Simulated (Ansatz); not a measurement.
All values below come from B3LYP-D3(BJ)/def2-TZVP // B3LYP-D3(BJ)/def2-SVP run with Ansatz (an electronic-structure program). Isolated molecules, 0 K electronic values unless said otherwise. One relaxed conformer stands for a flexible species; it need not be the lowest. B3LYP has the VWN-RPA correlation part, as in Gaussian.  In the def2 sets, heavy atoms carry core potentials.

Reference species (SMILES): `C=CCC[Te]O` (neutral, multiplicity 1).

| Quantity | Value |
|---|---|
| HOMO | -5.86 eV |
| HOMO–LUMO gap | 3.94 eV |
| LUMO | -1.92 eV |

After one change: the HOMO rises by 0.12 eV; the HOMO–LUMO gap hardly moves; the LUMO increases by 0.12 eV.

Question: Which change was made? The new species is one of these.
A) `O[Te]C1CCCC1` (H–O–Te–C torsion -89°, O–Te–C–C torsion 46°)
B) `O[Te]CC(F)(F)F` (H–O–Te–C torsion -81°, O–Te–C–C torsion 80°)
C) `O[Te]c1ccccc1` (H–O–Te–C torsion 87°, O–Te–C–C torsion 9°)
D) `O[Te]C(F)(F)F` (H–O–Te–C torsion 85°)

Answer: A, `O[Te]C1CCCC1` (H–O–Te–C torsion -89°, O–Te–C–C torsion 46°)
